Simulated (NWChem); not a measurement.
Species: ZnO; SMILES [O]=[Zn]

```xyz
2

Zn     0.0000     0.0000    -0.3820
O      0.0000     0.0000     1.3120
```
Atoms are numbered in this order, from 1.

Results from NWChem. Pople sets run with spherical d functions. All runs use the structure optimised with PBE0/def2-SVP. Static field.

### Question
Taking PBE0/def2-TZVPD as the yardstick, which of these has the fewest basis functions while keeping “isotropic polarisability (bohr³)” within 2 % of it: PBE0/def2-TZVP; PBE0/def2-SVPD; PBE0/def2-SVP; PBE0/6-31G*?

### Answer
none of them.
```json
[
 {"level": "PBE0/def2-SVP", "basis functions": "45", "isotropic polarisability (bohr³)": "27.5"},
 {"level": "PBE0/6-31G*", "basis functions": "48", "isotropic polarisability (bohr³)": "33.6"},
 {"level": "PBE0/def2-SVPD", "basis functions": "57", "isotropic polarisability (bohr³)": "37.2"},
 {"level": "PBE0/def2-TZVP", "basis functions": "79", "isotropic polarisability (bohr³)": "35.6"},
 {"level": "PBE0/def2-TZVPD", "basis functions": "91", "isotropic polarisability (bohr³)": "38.1"}
]
```

The yardstick is one finite set, not the basis-set limit.
